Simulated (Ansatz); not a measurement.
A nudged elastic band was laid between two geometries of CH₃ClGeO₂ (8 atoms, charge 0, multiplicity 1).

The calculation used RHF/def2-SVP in Ansatz 0.2.0.

| Quantity | Value |
| --- | --- |
| movable images | 5 |
| climbing image | yes |
| spring | 5.0 eV/Å² |
| optimiser | quadratic models (default) |
| start path | through a guess of the saddle point |
| force threshold | 0.05 eV/Å |
| iteration limit | 60 |
| end points | relaxed |

First end point:

```xyz
8
Properties=species:S:1:pos:R:3
Cl -1.689 2.200 0.401
Ge -0.116 0.799 0.735
O 0.819 0.376 -0.708
C 0.275 -0.923 -0.709
O -0.550 -0.890 0.432
H 0.606 1.164 2.012
H 1.056 -1.677 -0.607
H -0.308 -1.106 -1.612
```

Last end point:

```xyz
8
Properties=species:S:1:pos:R:3
Cl -1.173 2.244 -0.218
Ge -0.282 0.542 0.722
O 1.121 0.100 -0.327
C 0.942 -0.798 -1.235
O -1.350 -0.813 0.731
H 0.235 0.891 2.095
H 1.909 -0.888 -1.761
H -1.309 -1.335 -0.063
```

(1) Which bonds break or form, and what moves?

(2) What energy profile does the band end with?

(3) What is the geometry of the highest image?

The band took 35 iterations and roughly 8 core-minutes.

## Answers

(1) Bonds broken: C4–O5, C4–H8. Bonds formed: O5–H8.

(2) It converged. The highest image is number 4 of 0 to 6, 2.19 eV above the first end and 0.77 eV above the last; the last end lies 1.42 eV above the first. The profile has 2 maxima (images 1, 4) with wells between them (image 3): this band takes more than one step, which may be the mechanism or a detour left from its start path. Neighbouring images differ by up to 1.7 eV, so the band resolves the path poorly. A vibrational analysis at the climbing image gives one clearly imaginary mode, 1719i cm⁻¹: a first-order saddle point. The orbitals stay closed-shell, which can raise the energy where a bond breaks towards radicals; this wasn't checked here.

```tsv
image	path coordinate (Å)	energy (eV)	C4–O5 (Å)	C4–H8 (Å)	O5–H8 (Å)
0	0.00	0.00	1.41	1.09	2.07
1	0.88	1.69	1.80	1.07	2.06
2	1.75	1.62	2.68	1.09	2.31
3	2.63	1.41	2.94	1.09	2.35
4	3.50	2.19	2.45	1.36	1.25
5	4.14	1.52	2.72	2.02	0.97
6	4.78	1.42	3.02	2.59	0.95
```

(3) 
```xyz
8
Properties=species:S:1:pos:R:3
Cl -1.307 2.389 -0.053
Ge -0.446 0.623 0.796
O 0.988 0.196 -0.440
C 0.749 -0.913 -0.952
O -1.218 -0.835 0.514
H 0.235 0.978 2.097
H 1.507 -1.227 -1.679
H -0.416 -1.267 -0.339
```

The run took 4 min on 2 threads of Intel(R) Xeon(R) Platinum 8488C (Sapphire Rapids), with other jobs on the host, peak memory 0.26 GiB.
